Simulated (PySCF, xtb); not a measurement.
In(H)2(NH2) (H4InN), SMILES [NH2][InH2].

GFN2-xTB in xtb at its own geometry gives an orbital gap of 3.79 eV and a dipole moment of 1.44 D.

The structure is a stationary point at PBE0-D3(BJ)/def2-TZVP. The def2 effective core potentials stand for the cores of In; spin–orbit coupling is left out.

### Question
What does PBE0/def2-TZVPD (PySCF) give? (The exact figures need the calculation; the answer reports its results.)

### Answer
gap 5.85 eV (levels -6.99 and -1.14 eV), dipole 0.31 D.
